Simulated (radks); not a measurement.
The numbers below are computed, except where a source is named.
Problem. All-electron atom: the erbium ion Er2+ in [Xe] 4f12. Level of theory: Dirac Kohn-Sham, exchange-only PBE, spin-unpolarised, spherical densities, point nucleus; open shells are shared between the two j in proportion to 2j + 1 (a radial shooting solver on a logarithmic mesh with Libxc functionals). Some entries of the table are withheld. Estimate them.

orbital     occ.  eigenvalue (eV)  <r^2> (bohr^2)
1s1/2          2        -57323.77       0.0005677
2s1/2          2        -9635.572        0.008774
2p1/2          2        -9177.600        0.006329
2p3/2          4        -8260.581        0.007548
3s1/2          2        -2168.843         0.05793
3p1/2          2        -1968.081         0.05362
3p3/2          4        -1775.484         0.06046
3d3/2          4              (1)         0.04763
3d5/2          6              (2)         0.04953
4s1/2          2        -438.1783          0.2917
4p1/2          2              (3)          0.3047
4p3/2          4              (4)          0.3428
4d3/2          4        -182.7790             (5)
4d5/2          6        -174.9040             (6)
5s1/2          2         -64.9908           1.772
5p1/2          2         -43.4040           2.284
5p3/2          4         -38.0308           2.658
4f5/2    5.14286         -16.8303          0.9076
4f7/2    6.85714         -15.7460          0.9628
6s1/2          0         -14.6704           12.56
5d3/2          0         -12.9940           7.411
5d5/2          0         -12.6718           7.785
6p1/2          0              (7)           17.84
6p3/2          0              (8)           19.78

Solution. 
(1) 3d3/2 eigenvalue (eV): -1432.472
(2) 3d5/2 eigenvalue (eV): -1390.378
(3) 4p1/2 eigenvalue (eV): -357.9921
(4) 4p3/2 eigenvalue (eV): -314.6417
(5) 4d3/2 <r^2> (bohr^2): 0.3875
(6) 4d5/2 <r^2> (bohr^2): 0.4026
(7) 6p1/2 eigenvalue (eV): -10.6887
(8) 6p3/2 eigenvalue (eV): -10.0528
